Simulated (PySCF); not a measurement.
Geometry (Å), atoms numbered from 1 in this order:
```xyz
25

C     2.6046   -0.6441    0.0252
C     1.2375   -0.4697   -0.6173
C     0.2066    0.0782    0.3581
C    -1.2213    0.2087   -0.1882
C    -2.1532    0.6716    0.9238
O    -1.5588   -1.0670   -0.7123
C    -2.9125   -1.3197   -0.9684
C    -1.2086    1.2753   -1.3048
N    -1.1694    0.7730   -2.5610
O    -1.2024    2.4628   -1.0498
H     2.9941    0.3144    0.4046
H     3.3403   -1.0422   -0.6901
H     2.5594   -1.3407    0.8779
H     0.8777   -1.4356   -1.0069
H     1.3239    0.2044   -1.4862
H     0.1546   -0.5805    1.2422
H     0.5149    1.0745    0.7146
H    -2.1668   -0.0686    1.7375
H    -1.7914    1.6320    1.3110
H    -3.1801    0.8337    0.5673
H    -2.9633   -2.2787   -1.5039
H    -3.5071   -1.4132   -0.0433
H    -3.3750   -0.5413   -1.6037
H    -1.0752   -0.2241   -2.6971
H    -1.0657    1.4137   -3.3360
```

Geometry: PBE0-D3(BJ)/def2-SVP; GIAO shifts from PySCF 2.14.0 with density-fitted response routines, gas phase, non-relativistic, averaged over equivalent atoms.

At B3LYP/pcSseg-1 (245 basis functions, 40 s wall time on 1 thread of an x86-64 server CPU, shared host):
```csv
atoms,δ (ppm)
C8,176.6
C4,82.8
C7,53.5
C3,48.5
C5,22.2
C2,20.8
C1,16.8
O10,407.0
O6,46.6
N9,116.4
H24,5.92
H25,4.28
H21/H22/H23,3.28
H14,1.56
H17,1.49
H18/H19/H20,1.35
H16,1.18
H15,1.07
H11/H12/H13,0.93
```

Referencing at the same level of theory: TMS for $^{13}$C (σref 179.24) and $^{1}$H (σref 31.38); $^{17}$O (σref 334.04) vs H2O; NH3 for $^{15}$N (σref 263.54).

Task: Estimate the result of repeating the calculation with PBE0/pcSseg-1.

Result: 
| atoms | δ at PBE0/pcSseg-1 | change |
| --- | --- | --- |
| C8 | 175.7 | -0.9 |
| C4 | 80.8 | -2.0 |
| C7 | 52.6 | -0.9 |
| C3 | 46.6 | -1.9 |
| C5 | 21.5 | -0.7 |
| C2 | 19.3 | -1.5 |
| C1 | 16.1 | -0.7 |
| O10 | 403.0 | -4.0 |
| O6 | 40.0 | -6.6 |
| N9 | 114.3 | -2.1 |
| H24 | 5.96 | +0.04 |
| H25 | 4.35 | +0.07 |
| H21/H22/H23 | 3.24 | -0.04 |
| H14 | 1.52 | -0.04 |
| H17 | 1.45 | -0.04 |
| H18/H19/H20 | 1.34 | -0.01 |
| H16 | 1.16 | -0.02 |
| H15 | 1.03 | -0.04 |
| H11/H12/H13 | 0.91 | -0.02 |

References, each an isolated molecule treated in the same way: $^{13}$C (σ = 184.41 ppm) and $^{1}$H (σ = 31.27 ppm) against TMS; $^{17}$O (σ = 334.56 ppm) against H2O; $^{15}$N (σ = 265.67 ppm) against NH3.

The largest change is at O6 (ether oxygen). Cost: 245 basis functions, 41 s wall time on 1 thread of an x86-64 server CPU, shared host. The order of the carbon signals is the same at both levels.

The C=O carbon of an acid or of an amide with N–H lies up to 10 ppm further downfield in solution, through hydrogen bonding that the calculation lacks. Unscaled 17O shifts of doubly bonded oxygen tend to come out too high, by tens of ppm or more. Experimental scales use liquid or dissolved standards, which lie at an offset from isolated NH3 (liquid NH3: subtract about 20 ppm) and H2O (liquid H2O: subtract about 36 ppm).
